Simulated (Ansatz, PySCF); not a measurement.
Species: BaF₂ (charge +1, doublet). 
Structure (B3LYP-D3(BJ)/def2-TZVP (Ansatz, a first-principles code) minimum search):
```xyz
3

Ba     0.0000     0.0000     0.0000
F      0.0000     0.0000    -2.2309
F      0.0000     0.0000     2.2309
```
Charge +1, spin multiplicity 2.

Total electronic energies in hartree. Cores are frozen in the correlated levels unless marked. UHF or UKS for open shells. Spin-orbit coupling is left out. Frozen are the shells of the preceding noble gas and the d and f shells that filled before the atom's block. The outer core of K, Ca and their heavier congeners is not correlated, a term that matters for these elements. Past Kr the def2 sets carry scalar-relativistic core potentials.  The program attaches cautions to a run behind CCSD(T)/def2-SVPD: other roots.

The Hartree-Fock reference is unstable (checked in the largest basis), which strains HF and MP2. 

| level | program | energy (Eh) |
|---|---|---|
| BP86-D3(BJ)/def2-TZVPD | PySCF + dftd3 | ___ |
| B97M-V/def2-TZVPD | Ansatz | ___ |
| BHLYP-D4/def2-TZVPD | Ansatz + dftd4 | -224.88929 |
| MN15-D3(BJ)/def2-TZVPD | PySCF + dftd3 | -224.84985 |
| HSE06/def2-TZVPD | Ansatz | -224.85081 |
| B2PLYP-D4/def2-TZVPD | Ansatz + dftd4 | -224.80838 |
| RI-MP2/def2-QZVPP | Ansatz | ___ |
| CCSD(T)/def2-SVPD | Ansatz | -224.01668 |

Question: Some entries are withheld; supply them.

Answer: 
- BP86-D3(BJ)/def2-TZVPD, energy (Eh): -225.12817
- B97M-V/def2-TZVPD, energy (Eh): -224.99520
- RI-MP2/def2-QZVPP, energy (Eh): -224.41821
